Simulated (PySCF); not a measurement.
## Excited states of Ru²⁶⁺ (ruthenium, charge +26)

Ground state [Ar], ¹S. Calculation: PySCF 2.14, in an even-tempered Gaussian basis (20 s from 0.544 bohr⁻², ratio 2.5; 14 p from 0.704 bohr⁻², ratio 2.5; 6 d from 1.07 bohr⁻², ratio 2.7; 3 f from 32 bohr⁻², ratio 2.7); the spin-free X2C one-electron Hamiltonian (Gaussian nucleus). Vertical excitation energies in eV without spin-orbit coupling; excited terms of each kind are numbered among those the solver found. Frozen: [Ne].

```
 term  leading excitation  EOM-EE-CCSD
1 3P°              3p → d       133.95
1 3F°              3p → d       139.26
1 1D°              3p → d       147.42
1 3D°              3p → d       147.73
1 1F°              3p → d       148.00
1 1P°              3p → d       179.99
 1 3D              3s → d       246.30
 1 1D              3s → d       251.59
```

The spin-orbit splitting of the hole, absent here, rivals or exceeds the spacing of these terms, so the LS terms are model states.

The solver can miss terms. The 29 highest virtual orbitals were dropped.
